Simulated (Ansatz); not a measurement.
Geometry optimisation, RKS PBE0/def2-SVP (Ansatz 0.2.0).

input.yaml

```yaml
crystal:
  periodic: [false, false, false]
  atoms:
    - { symbol: B, position_ang: [-0.855684, -1.063394, 0.0148] }
    - { symbol: "N", position_ang: [-1.347066, 0.185156, -0.613644] }
    - { symbol: F, position_ang: [-0.085124, -1.885678, -0.680062] }
    - { symbol: F, position_ang: [-1.253175, -1.409428, 1.220605] }
    - { symbol: H, position_ang: [1.905952, 0.569955, 0.812568] }
    - { symbol: O, position_ang: [1.55363, -0.255919, 1.171475] }
    - { symbol: H, position_ang: [0.384783, 1.691068, -0.361921] }
    - { symbol: F, position_ang: [1.144403, 2.194628, -0.417213] }
    - { symbol: H, position_ang: [-1.320836, 0.256348, -1.623758] }
    - { symbol: H, position_ang: [-2.139587, 0.656045, -0.194048] }
    - { symbol: H, position_ang: [2.012703, -0.938781, 0.671199] }
basis:
  gaussian: { orbitals: def2-SVP }
hamiltonian:
  xc: pbe0
relax:
  f_tol: 0.03
  max_steps: 50
output:
  orbitals: {}
```

Launched with:

```bash
$ ansatz run input.yaml --threads 2 --pin off --max-ram 3072MiB --backend cpu --events-out ev --progress --plain --runs-dir out
```

Where does it end, and by what steps?

It converged. After 20 steps the energy has fallen by 1.441 eV; H7 moved furthest, 0.85 Å. Parted: H5–O6, H7–F8. Joined: B1–O6, N2–H7, H5–F8.

```tsv
step	energy less start (eV)	largest force component (eV/Å)	accepted
0	0.0000	1.890	yes
1	-0.2220	0.597	yes
2	-0.3539	0.549	yes
3	-0.4533	0.788	yes
4	-0.6666	1.172	yes
5	-0.5814	2.889	no
6	-0.7906	0.457	yes
7	-0.8167	0.985	yes
8	-0.9083	0.669	yes
9	-1.0162	1.254	yes
10	-1.2841	1.418	yes
11	-1.1744	2.090	no
12	-1.3804	0.666	yes
13	-1.4019	0.351	yes
14	-1.4081	0.459	yes
15	-1.4179	0.306	yes
16	-1.4143	0.865	no
17	-1.4291	0.045	yes
18	-1.4348	0.092	yes
19	-1.4353	0.467	yes
20	-1.4409	0.025	yes
```

```xyz
11
Properties=species:S:1:pos:R:3
B -0.180 -0.869 0.149
N -0.940 0.443 -0.446
F 0.236 -1.591 -0.945
F -1.099 -1.549 0.912
H 1.429 0.945 0.224
O 0.907 -0.299 0.919
H -0.224 1.166 -0.647
F 1.423 1.728 -0.351
H -1.434 0.194 -1.303
H -1.610 0.813 0.228
H 1.491 -0.984 1.259
```

Run time: 37 s on 2 threads of Intel(R) Xeon(R) 6975P-C (Granite Rapids), with other jobs on the host, peak memory 0.26 GiB.
